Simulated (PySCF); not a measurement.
C₂H₅BrSi, SMILES C=C[SiH2]Br. Geometry optimised at B3LYP-D3(BJ)/def2-SVP. The values are those of a single conformer.

Computed equilibrium geometry at B3LYP-D3(BJ)/def2-SVP (PySCF confirms it by a frequency run) as a Z-matrix (one conformer of several):
```
C
C 1 1.3404
H 2 1.0958 1 122.10
H 2 1.0961 3 116.01 1 -179.94
H 1 1.0977 2 118.80 3 -0.50
Si 1 1.8617 5 118.61 2 179.87
H 6 1.4871 1 109.65 5 178.39
H 6 1.4874 7 110.61 4 125.42
Br 6 2.2517 7 108.37 8 116.25
```
Charge 0, spin multiplicity 1.
